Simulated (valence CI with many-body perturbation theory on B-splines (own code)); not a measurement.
## Ag⁴¹⁺: calculated level list

Calculated by configuration interaction combined with many-body perturbation theory (CI+MBPT): four valence electrons over a frozen Dirac-Fock core [He], radial functions for each j: 11 s, 11 p, 10 d, 8 f, 5 g, 2 h, with the one-electron correlation potential Σ1 (screened to all orders), the two-electron term Σ2, the three-electron term Σ3, Breit, model QED; selected single and double excitations, second order for the rest, scaled by the run's own slope (own B-spline code, finite nucleus).

No measured spectrum was set against this ion. As an estimate, large intervals hold to a few tenths of a per cent, small ones and those within an open d or f shell to about a per cent. Among the levels kept, up to 760 cm⁻¹ of a level comes from second order outside the variational space, and about a tenth of that is noise between levels of different J, which matters for small intervals.

Levels 136 to 180 of 202, with energies above the lowest level, (2s^2 2p1/2^2) J=0. "Leading %" is the weight of the configuration and term that name the level; weights of strongly mixed levels are sums over their largest components and can fall short. In the jj column 3d3/2^4 stands for four electrons in 3d with j = 3/2.

| No. | Configuration | Term | J | E (eV) | Leading % | g | Leading jj | Second component |
| --- | --- | --- | --- | --- | --- | --- | --- | --- |
| 136 | 2s2p²3p | ¹D° | 2 | 4310.5 | 34 | 1.121 | 2s 2p3/2^2 3p1/2 (87 %) | 29 % 2s2p²3p ³D° |
| 137 | 2s2p²3p | ³P° | 1 | 4310.9 | 53 | 1.280 | 2s 2p3/2^2 3p1/2 (88 %) | 21 % 2s2p²3p ¹P° |
| 138 | 2s2p²3p | ³P° | 2 | 4311.8 | 40 | 1.310 | 2s 2p3/2^2 3p3/2 (87 %) | 14 % 2s2p²3p ¹D° |
| 139 | 2p³3p | ³P | 2 | 4315.3 | 38 | 1.328 | 2p1/2^2 2p3/2 3p3/2 (94 %) | 17 % 2p³3p ⁵P |
| 140 | 2p³3p | ³P | 0 | 4330.3 | 75 |  | 2p1/2^2 2p3/2 3p3/2 (95 %) | 22 % 2p³3p ¹S |
| 141 | 2p³3d | ³D° | 2 | 4343.7 | 32 | 1.045 | 2p1/2^2 2p3/2 3d3/2 (94 %) | 20 % 2p³3d ³F° |
| 142 | 2s2p²3d | ³D | 3 | 4345.5 | 28 | 1.318 | 2s 2p3/2^2 3d3/2 (81 %) | 25 % 2s2p²3d ⁵D |
| 143 | 2s2p²3d | ³D | 2 | 4345.8 | 30 | 1.369 | 2s 2p3/2^2 3d3/2 (94 %) | 20 % 2s2p²3d ⁵P |
| 144 | 2s2p²3d | ³F | 4 | 4347.4 | 44 | 1.320 | 2s 2p3/2^2 3d5/2 (65 %) | 29 % 2s2p²3d ⁵D |
| 145 | 2p³3d | ³F° | 3 | 4347.5 | 24 | 1.161 | 2p1/2^2 2p3/2 3d3/2 (85 %) | 21 % 2p³3d ⁵D° |
| 146 | 2s2p²3d | ³P | 1 | 4348.4 | 32 | 1.688 | 2s 2p3/2^2 3d3/2 (92 %) | 30 % 2s2p²3d ⁵P |
| 147 | 2s2p²3d | ³G | 5 | 4350.1 | 51 | 1.288 | 2s 2p3/2^2 3d5/2 (97 %) | 49 % 2s2p²3d ⁵F |
| 148 | 2p³3d | ⁵D° | 1 | 4350.5 | 32 | 1.169 | 2p1/2^2 2p3/2 3d3/2 (95 %) | 26 % 2p³3d ³D° |
| 149 | 2p³3d | ³P° | 0 | 4350.5 | 29 |  | 2p1/2^2 2p3/2 3d3/2 (65 %) | 23 % 2p³3d ⁵D° |
| 150 | 2s2p²3p | ³D° | 3 | 4350.8 | 59 | 1.264 | 2s 2p3/2^2 3p3/2 (85 %) | 13 % 2s2p²3p ³F° |
| 151 | 2s2p²3p | ³P° | 0 | 4352.4 | 38 |  | 2s 2p3/2^2 3p3/2 (64 %) | 25 % 2s2p²3p ¹S° |
| 152 | 2s2p²3p | ³P° | 2 | 4355.8 | 77 | 1.438 | 2s 2p3/2^2 3p3/2 (96 %) | 5 % 2s2p²3p ³D° |
| 153 | 2s2p²3d | ³F | 4 | 4356.0 | 52 | 1.151 | 2s 2p3/2^2 3d3/2 (65 %) | 26 % 2s2p²3d ¹G |
| 154 | 2s2p²3p | ¹P° | 1 | 4357.5 | 48 | 1.184 | 2s 2p3/2^2 3p3/2 (92 %) | 31 % 2s2p²3p ³P° |
| 155 | 2p³3d | ³F° | 4 | 4360.3 | 44 | 1.275 | 2p1/2^2 2p3/2 3d5/2 (97 %) | 33 % 2p³3d ⁵D° |
| 156 | 2s2p²3p | ³P° | 2 | 4363.4 | 40 | 1.309 | 2s 2p3/2^2 3p3/2 (87 %) | 26 % 2s2p²3p ¹D° |
| 157 | 2s2p²3d | ³P | 0 | 4364.8 | 68 |  | 2s 2p3/2^2 3d5/2 (88 %) | 25 % 2s2p²3d ¹S |
| 158 | 2p³3s | ⁵S° | 2 | 4365.6 | 25 | 1.412 | 2p1/2 2p3/2^2 3s (46 %) | 16 % 2p³3s ³D° |
| 159 | 2p³3s | ⁵S° | 2 | 4371.1 | 24 | 1.419 | 2p1/2 2p3/2^2 3s (50 %) | 23 % 2p³3s ³D° |
| 160 | 2p³3s | ³S° | 1 | 4371.1 | 32 | 1.235 | 2p1/2 2p3/2^2 3s (61 %) | 28 % 2p³3s ³D° |
| 161 | 2s2p²3d | ³P | 1 | 4372.7 | 29 | 1.470 | 2s 2p3/2^2 3d5/2 (91 %) | 24 % 2s2p²3d ³S |
| 162 | 2s2p²3d | ³D | 3 | 4373.8 | 41 | 1.173 | 2s 2p3/2^2 3d5/2 (81 %) | 22 % 2s2p²3d ¹F |
| 163 | 2p³3d | ³D° | 3 | 4377.1 | 36 | 1.195 | 2p1/2^2 2p3/2 3d5/2 (76 %) | 17 % 2p³3d ¹F° |
| 164 | 2s2p²3d | ³P | 2 | 4378.7 | 37 | 1.270 | 2s 2p3/2^2 3d5/2 (93 %) | 22 % 2s2p²3d ¹D |
| 165 | 2p³3d | ³D° | 1 | 4383.9 | 23 | 1.051 | 2p1/2^2 2p3/2 3d5/2 (76 %) | 19 % 2p³3d ¹P° |
| 166 | 2s2p²3p | ¹P° | 1 | 4387.2 | 18 | 1.212 | 2s 2p3/2^2 3p3/2 (49 %) | 15 % 2p³3s ³S° |
| 167 | 2p³3s | ³D° | 3 | 4391.1 | 77 | 1.296 | 2p1/2 2p3/2^2 3s (77 %) | 7 % 2s2p²3p ³D° |
| 168 | 2p³3s | ¹D° | 2 | 4393.0 | 66 | 1.051 | 2p1/2 2p3/2^2 3s (96 %) | 28 % 2p³3s ³D° |
| 169 | 2s2p²3d | ³D | 1 | 4404.9 | 49 | 0.739 | 2s 2p3/2^2 3d3/2 (84 %) | 25 % 2s2p²3d ¹P |
| 170 | 2s2p²3d | ³F | 2 | 4409.9 | 27 | 1.028 | 2s 2p3/2^2 3d3/2 (77 %) | 18 % 2s2p²3d ³D |
| 171 | 2s2p²3d | ³F | 3 | 4410.4 | 39 | 1.063 | 2s 2p3/2^2 3d3/2 (74 %) | 14 % 2s2p²3d ¹F |
| 172 | 2p³3p | ⁵P | 1 | 4411.2 | 35 | 1.481 | 2p1/2 2p3/2^2 3p1/2 (84 %) | 19 % 2p³3p ³D |
| 173 | 2s2p²3d | ³D | 2 | 4414.2 | 59 | 1.169 | 2s 2p3/2^2 3d3/2 (74 %) | 14 % 2s2p²3d ³P |
| 174 | 2s2p²3d | ³D | 1 | 4416.3 | 62 | 0.832 | 2s 2p3/2^2 3d3/2 (82 %) | 9 % 2s2p²3d ³P |
| 175 | 2s2p²3d | ³F | 4 | 4417.2 | 70 | 1.190 | 2s 2p3/2^2 3d5/2 (96 %) | 14 % 2s2p²3d ¹G |
| 176 | 2p³3s | ³P° | 0 | 4418.6 | 98 |  | 2p1/2 2p3/2^2 3s (98 %) |  |
| 177 | 2p³3p | ³F | 2 | 4419.7 | 24 | 1.169 | 2p1/2 2p3/2^2 3p1/2 (76 %) | 18 % 2p³3p ³P |
| 178 | 2s2p²3d | ³D | 3 | 4419.8 | 80 | 1.289 | 2s 2p3/2^2 3d5/2 (92 %) | 5 % 2s2p²3d ¹F |
| 179 | 2s2p²3d | ³P | 0 | 4420.4 | 77 |  | 2s 2p3/2^2 3d3/2 (92 %) | 20 % 2s2p²3d ¹S |
| 180 | 2p³3s | ³P° | 1 | 4423.9 | 63 | 1.313 | 2p1/2 2p3/2^2 3s (93 %) | 30 % 2p³3s ¹P° |

Where two levels of one J and parity lie close, their mixing, g and order are uncertain.
